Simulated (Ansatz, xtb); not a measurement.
Species: SbH₃, charge 1, multiplicity 2. 
Coordinates optimised at B3LYP-D3(BJ)/def2-TZVP (Ansatz, a program for electronic structure):
```xyz
4

Sb     0.0006    -0.0003     0.0306
H     -1.0314    -1.2134    -0.5144
H     -0.5540     1.4994    -0.4956
H      1.5563    -0.2700    -0.5529
```
Charge +1, spin multiplicity 2.

Harmonic wavenumbers from GFN2-xTB (xtb, at its own minimum), cm⁻¹: 603, 634, 635, 1565, 1687, 1689.

### Question
Give the harmonic wavenumbers at B3LYP-D3(BJ)/def2-TZVP (Ansatz, finite differences of forces, unscaled).

### Answer
671, 750, 750, 2001, 2064, 2064 cm⁻¹. Zero-point energy 11.9 kcal/mol.

### Question
From these and the geometry, give the ideal-gas thermochemistry at 298.15 K and 1 atm (rigid rotor, harmonic oscillator).

### Answer
Point group C3v, rotational symmetry number 3. Rotational constants 107, 107, 66.08 GHz. S(trans) 40.38, S(rot) 14.52, S(vib) 0.85, S(elec, spin only) 1.38, S 57.1 cal/(mol K). H(298) - H(0) 2.57 kcal/mol; G - E(el) -2.6 kcal/mol.
